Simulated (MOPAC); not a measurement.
MOPAC input (PM7):

```
PM7 FORCE THERMO(298,298) PRECISE LET GEO-OK AUX(PRECISION=9) THREADS=1
C2H2F2

F     1.59847676 1   -0.70405983 1    0.00665056 1
C     0.63577380 1    0.21017710 1   -0.01297107 1
C    -0.63579485 1   -0.21019608 1    0.01297188 1
F    -1.59846677 1    0.70406621 1   -0.00665086 1
H     1.00279341 1    1.23721020 1   -0.04931139 1
H    -1.00276410 1   -1.23717235 1    0.04930989 1
```

Output:

```
 *******************************************************************************
 **                                                                           **
 **                              MOPAC v23.2.5                                **
 **                                                                           **
 *******************************************************************************
 ** MOPAC's Digital Object Identifier: https://doi.org/10.5281/zenodo.6511958 **
 **                                                                           **
 ** Please cite the open-source release paper for use of this MOPAC version:  **
 ** J. E. Moussa and J. J. P. Stewart (2026)                                  **
 ** MOPAC: An open-source semiempirical molecular orbital program             **
 ** J. Open Source Softw., 11(119), 8025, https://doi.org/10.21105/joss.08025 **
 *******************************************************************************

                              PM7 CALCULATION RESULTS

 *******************************************************************************
 *  PM7        - The PM7 Hamiltonian to be used
 *  GEO-OK     - OVERRIDE INTERATOMIC DISTANCE AND OTHER SAFETY CHECKS
 *  LET        - OVERRIDE SOME SAFETY CHECKS
 *  PRECISE    - TIGHTER CRITERIA TO BE USED
 *  FORCE      - FORCE CALCULATION SPECIFIED
 *  AUX        - OUTPUT AUXILIARY INFORMATION
 *  THERMO     - THERMODYNAMIC QUANTITIES TO BE CALCULATED
 *******************************************************************************
PM7 FORCE THERMO(298,298) PRECISE LET GEO-OK AUX(PRECISION=9) THREADS=1
 C2H2F2

   ATOM   CHEMICAL          X               Y               Z
  NUMBER   SYMBOL      (ANGSTROMS)     (ANGSTROMS)     (ANGSTROMS)

     1       F          1.59847676  *  -0.70405983  *   0.00665056  *
     2       C          0.63577380  *   0.21017710  *  -0.01297107  *
     3       C         -0.63579485  *  -0.21019608  *   0.01297188  *
     4       F         -1.59846677  *   0.70406621  *  -0.00665086  *
     5       H          1.00279341  *   1.23721020  *  -0.04931139  *
     6       H         -1.00276410  *  -1.23717235  *   0.04930989  *

          CARTESIAN COORDINATES

    NO.       ATOM           X           Y           Z

     1         F          1.5985     -0.7041      0.0067
     2         C          0.6358      0.2102     -0.0130
     3         C         -0.6358     -0.2102      0.0130
     4         F         -1.5985      0.7041     -0.0067
     5         H          1.0028      1.2372     -0.0493
     6         H         -1.0028     -1.2372      0.0493

 General Reference for PM7:
 "Optimization of Parameters for Semiempirical Methods VI: More Modifications to the
 NDDO Approximations and Re-optimization of Parameters", J. J. P. Stewart, J. Mol. Mod., 1:32, 19 (2013)
 https://link.springer.com/article/10.1007/s00894-012-1667-x

           Empirical Formula: C2 H2 F2  =     6 atoms

      MOLECULAR POINT GROUP   :   C2h

      RHF CALCULATION, NO. OF DOUBLY OCCUPIED LEVELS = 12

          HEAT OF FORMATION =     -73.679016 KCALS/MOLE
[...]
 TRAVEL (Ang.)       0.3446         C 3 -- F 4          +3.9% ( 20.4%)     14.4%
 REDUCED MASS        0.4446         F 1 -- C 2          +3.9% ( 20.4%)     14.4%
 EFFECTIVE MASS      1.8937
 FORCE CONSTANT      0.4273

 VIBRATION          8    3Ag         ATOM PAIR     ENERGY CONTRIBUTION    RADIAL
 FREQUENCY          1361.65         C 2 -- C 3         +31.2% ( 75.6%)     12.4%
 TRANSITION DIPOLE   0.0000         F 1 -- C 2         +21.5% ( 62.7%)     72.2%
 TRAVEL (Ang.)       0.1355         C 3 -- F 4         +21.5% ( 62.7%)     72.2%
 REDUCED MASS        2.6991         C 2 -- H 5         +12.9% ( 48.6%)     45.7%
 EFFECTIVE MASS     11.8829         C 3 -- H 6         +12.9% ( 48.6%)     45.7%
 FORCE CONSTANT      2.9485

 VIBRATION          9    3Bu         ATOM PAIR     ENERGY CONTRIBUTION    RADIAL
 FREQUENCY          1479.00         F 1 -- C 2         +26.9% ( 73.4%)     99.4%
 TRANSITION DIPOLE   2.5814         C 3 -- F 4         +26.9% ( 73.4%)     99.4%
 TRAVEL (Ang.)       0.1121         C 2 -- C 3         +19.6% ( 62.7%)      0.0%
 REDUCED MASS        3.6256         C 2 -- H 5         +13.3% ( 51.6%)      6.0%
 EFFECTIVE MASS     14.3988         C 3 -- H 6         +13.3% ( 51.6%)      6.0%
 FORCE CONSTANT      4.6727

 VIBRATION         10    4Ag         ATOM PAIR     ENERGY CONTRIBUTION    RADIAL
 FREQUENCY          1873.14         C 2 -- C 3         +42.8% ( 96.9%)     93.6%
 TRANSITION DIPOLE   0.0000         C 3 -- F 4         +15.0% ( 57.4%)     57.0%
 TRAVEL (Ang.)       0.0816         F 1 -- C 2         +15.0% ( 57.4%)     57.0%
 REDUCED MASS        5.4103         C 3 -- H 6         +13.6% ( 54.6%)      6.3%
 EFFECTIVE MASS     12.0263         C 2 -- H 5         +13.6% ( 54.6%)      6.3%
 FORCE CONSTANT     11.1844

 VIBRATION         11    5Ag         ATOM PAIR     ENERGY CONTRIBUTION    RADIAL
 FREQUENCY          2714.18         C 2 -- H 5         +48.3% ( 70.8%)     99.9%
 TRANSITION DIPOLE   0.0000         C 3 -- H 6         +48.3% ( 70.8%)     99.9%
 TRAVEL (Ang.)       0.2310         C 2 -- C 3          +2.1% ( 14.7%)     49.5%
 REDUCED MASS        0.4654         F 1 -- C 2          +0.7% (  8.3%)      6.6%
 EFFECTIVE MASS      1.4684
 FORCE CONSTANT      2.0202

 VIBRATION         12    4Bu         ATOM PAIR     ENERGY CONTRIBUTION    RADIAL
 FREQUENCY          2726.06         C 3 -- H 6         +49.0% ( 70.5%)    100.0%
 TRANSITION DIPOLE   1.3247         C 2 -- H 5         +49.0% ( 70.5%)    100.0%
 TRAVEL (Ang.)       0.2306         C 2 -- C 3          +0.7% (  8.3%)      0.0%
 REDUCED MASS        0.4652         F 1 -- C 2          +0.7% (  8.2%)     10.4%
 EFFECTIVE MASS      1.3860
 FORCE CONSTANT      2.0369

      SYMMETRY NUMBER FOR POINT-GROUP C2h =  2

          SYSTEM IS A GROUND STATE

 C2H2F2

          MOLECULE IS NOT LINEAR

          THERE ARE 12 GENUINE VIBRATIONS IN THIS SYSTEM
          THIS THERMODYNAMICS CALCULATION IS LIMITED TO
          MOLECULES WHICH HAVE NO INTERNAL ROTATIONS

                    CALCULATED THERMODYNAMIC PROPERTIES
                                          *
   TEMP. (K)   PARTITION FUNCTION   H.O.F.    ENTHALPY  HEAT CAPACITY ENTROPY
                                   KCAL/MOL   CAL/MOLE    CAL/K/MOL  CAL/K/MOL

 298.00  VIB.     0.1786D+01                   700.1469     5.8945     3.5024
         ROT.     0.1473D+05                   888.2803     2.9808    22.0528
         INT.     0.2631D+05                  1588.4272     8.8753    25.5552
         TRA.     0.4954D+27                  1480.4672     4.9680    38.3871
         TOT.                      -73.679    3068.8944    13.8434    63.9423

   *: NOTE: HEATS OF FORMATION ARE RELATIVE TO THE
            ELEMENTS IN THEIR STANDARD STATE AT 298K
              (=  Standard Enthalpy of Formation).

            Hvib:  Zero-point energy is not included.
                   frequencies of less than zero cm-1 are not included.
            Hrot = (3/2)RT
            Htra = (3/2)RT + pV = (5/2)RT

            Heat capacity is Cp, not Cv

          For more information, see: HTTP://OpenMOPAC.net/Manual/thermochemistry.html

           FORCE CONSTANT IN CARTESIAN COORDINATES (Millidynes/A)

    ATOM   CHEMICAL       X               Y               Z
   NUMBER   SYMBOL  FORCE CONSTANT  FORCE CONSTANT  FORCE CONSTANT

      1       F        9.795052        0.894513        0.278100
      2       C       12.670859       12.525235        1.899671
      3       C       12.670859       12.525235        1.899671
      4       F        9.795052        0.894513        0.278100
      5       H        1.433785        3.613007        0.350218
      6       H        1.433785        3.613007        0.350218

 **********************
 *                    *
 * JOB ENDED NORMALLY *
 *                    *
 **********************

 == MOPAC DONE ==
```
